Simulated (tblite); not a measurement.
A geometry optimisation, step by step.

Compound: C3H6F3NSi.
Bonds: N1–Si2, Si2–C3, C3–C4, C4–F5, C4–C6 (double), C6–F7, C6–F8. Hydrogens: H9, H10 on N1; H11, H12 on Si2; H13, H14 on C3.

Computed with GFN2-xTB (tblite), gas phase: L-BFGS steps from a force-field or distance-geometry start until the largest atomic force falls under 0.01 eV/Å. 6 of its 191 geometries are shown.

Step 0: E = -770.0529 eV, largest atomic force 2.075 eV/Å
```
atom  x, y, z in Å  |  force x, y, z in eV/Å
N1     -1.807    0.746   -0.837   -1.107  -0.040   0.638
Si2    -1.141   -0.390    0.335   -1.786   0.559   0.897
C3      0.487   -1.137   -0.171    0.451  -0.893  -0.838
C4      1.637   -0.234   -0.098    0.379   0.019   0.166
F5      2.857   -0.734   -0.453   -0.529   0.121   0.082
C6      1.601    1.022    0.320    0.814   0.768   0.101
F7      2.737    1.796    0.370   -1.599  -0.437   0.126
F8      0.462    1.635    0.723    1.499   0.212  -0.375
H9     -1.971    1.696   -0.450    0.342  -0.940  -0.501
H10    -2.748    0.399   -1.128    1.089   0.530   0.082
H11    -2.136   -1.498    0.475    0.423   0.153  -0.153
H12    -1.070    0.216    1.700   -0.075  -0.425  -0.393
H13     0.400   -1.467   -1.226    0.106  -0.016   0.394
H14     0.690   -2.050    0.417   -0.007   0.388  -0.227
```

Step 38: E = -770.4890 eV, largest atomic force 0.324 eV/Å
```
atom  x, y, z in Å  |  force x, y, z in eV/Å
N1     -1.849    0.614   -0.724   -0.196   0.132  -0.092
Si2    -1.294   -0.512    0.448    0.112  -0.048  -0.007
C3      0.444   -1.091   -0.130   -0.025  -0.040  -0.046
C4      1.607   -0.180   -0.034   -0.086   0.020  -0.035
F5      2.800   -0.751   -0.347   -0.067   0.010   0.032
C6      1.637    1.112    0.257   -0.015  -0.005  -0.052
F7      2.716    1.891    0.243   -0.022  -0.028   0.071
F8      0.558    1.826    0.589    0.034   0.023   0.019
H9     -1.421    1.530   -0.763   -0.107  -0.129  -0.037
H10    -2.845    0.688   -0.898    0.307   0.034   0.099
H11    -2.182   -1.666    0.293    0.029  -0.005   0.025
H12    -1.238   -0.078    1.848    0.041  -0.011  -0.022
H13     0.351   -1.366   -1.186    0.021  -0.011  -0.003
H14     0.716   -2.017    0.382   -0.026   0.057   0.048
```

Step 76: E = -770.5140 eV, largest atomic force 0.016 eV/Å
```
atom  x, y, z in Å  |  force x, y, z in eV/Å
N1     -1.882    0.560   -0.760   -0.004   0.004   0.001
Si2    -1.282   -0.513    0.440    0.001   0.000  -0.001
C3      0.431   -1.087   -0.184    0.000  -0.004   0.001
C4      1.578   -0.164   -0.051   -0.005   0.004   0.006
F5      2.782   -0.722   -0.339   -0.008  -0.003   0.008
C6      1.604    1.113    0.298    0.000   0.001   0.002
F7      2.694    1.872    0.382   -0.001  -0.003   0.001
F8      0.524    1.832    0.611    0.002   0.006  -0.005
H9     -1.334    1.365   -1.020   -0.004  -0.006   0.003
H10    -2.854    0.821   -0.716   -0.005   0.000  -0.001
H11    -2.168   -1.676    0.394    0.002   0.009  -0.002
H12    -1.147   -0.033    1.820    0.009   0.000  -0.005
H13     0.351   -1.364   -1.238   -0.002   0.000  -0.003
H14     0.703   -2.004    0.342    0.013  -0.007  -0.005
```

Step 114: E = -770.5631 eV, largest atomic force 0.181 eV/Å
```
atom  x, y, z in Å  |  force x, y, z in eV/Å
N1     -2.028    0.467   -0.622    0.014  -0.005  -0.020
Si2    -1.246   -0.570    0.500   -0.009   0.004  -0.042
C3      0.425   -0.963   -0.368    0.054  -0.001  -0.074
C4      1.585   -0.212    0.157   -0.049   0.038  -0.071
F5      2.589   -0.941    0.693   -0.072  -0.010   0.021
C6      1.725    1.109    0.158   -0.031   0.014  -0.020
F7      2.766    1.797    0.619   -0.095   0.024  -0.037
F8      0.787    1.928   -0.344    0.156  -0.066   0.064
H9     -1.520    1.259   -0.990   -0.063  -0.019   0.020
H10    -2.999    0.704   -0.494    0.030   0.022   0.021
H11    -2.038   -1.795    0.552   -0.034  -0.008   0.026
H12    -0.984   -0.032    1.838    0.033  -0.027   0.041
H13     0.278   -0.728   -1.425    0.091  -0.044   0.058
H14     0.660   -2.024   -0.294   -0.025   0.077   0.014
```

Step 152: E = -770.6130 eV, largest atomic force 0.070 eV/Å
```
atom  x, y, z in Å  |  force x, y, z in eV/Å
N1     -1.989    0.601   -0.312    0.010   0.005   0.002
Si2    -1.301   -0.777    0.440    0.006  -0.009   0.036
C3      0.430   -0.943   -0.382   -0.002  -0.018  -0.020
C4      1.426   -0.067    0.259    0.039  -0.052  -0.026
F5      1.956   -0.529    1.412   -0.032   0.016   0.025
C6      1.827    1.124   -0.170   -0.030  -0.003   0.025
F7      2.693    1.937    0.429    0.034   0.016   0.011
F8      1.367    1.676   -1.296   -0.041   0.020  -0.031
H9     -1.418    1.380   -0.595    0.021   0.014   0.000
H10    -2.905    0.918   -0.043   -0.015   0.002  -0.008
H11    -2.112   -1.934    0.060    0.013   0.020   0.020
H12    -1.099   -0.713    1.893   -0.017  -0.012  -0.026
H13     0.358   -0.702   -1.439    0.003  -0.009   0.003
H14     0.766   -1.973   -0.280    0.010   0.008  -0.011
```

Step 190: E = -770.6175 eV, largest atomic force 0.007 eV/Å
```
atom  x, y, z in Å  |  force x, y, z in eV/Å
N1     -1.903    0.650   -0.281   -0.004   0.000  -0.002
Si2    -1.297   -0.785    0.430    0.006   0.001   0.000
C3      0.442   -0.990   -0.369    0.001   0.003   0.001
C4      1.417   -0.076    0.249   -0.001  -0.001  -0.001
F5      1.969   -0.501    1.405    0.001  -0.003   0.003
C6      1.749    1.134   -0.186    0.003   0.006   0.002
F7      2.594    1.987    0.389   -0.001  -0.001   0.000
F8      1.242    1.659   -1.308   -0.001   0.001  -0.003
H9     -1.293    1.409   -0.537    0.002   0.000   0.002
H10    -2.816    0.996   -0.040   -0.001   0.001  -0.001
H11    -2.145   -1.894   -0.003   -0.002  -0.002   0.000
H12    -1.125   -0.786    1.887   -0.001   0.000   0.001
H13     0.379   -0.792   -1.436   -0.003  -0.003  -0.003
H14     0.787   -2.011   -0.223    0.000  -0.002  -0.001
```

**Question.** Summarise the path.

**Answer.** The energy falls by 0.5646 eV from step 0 to step 190; nine tenths of that is first reached at step 114. It rises by more than 0.2 meV at steps 99 and 132. The largest force goes from 2.075 to 0.007 eV/Å. Among the bonds Si2–C3 changes most, from 1.862 to 1.924 Å; the atoms move by 1.018 Å rms after alignment.

The cost below is that of the whole relaxation. The run took 3.7 s wall on one thread, Intel Xeon at 2.50 GHz (x86_64) (shared host).
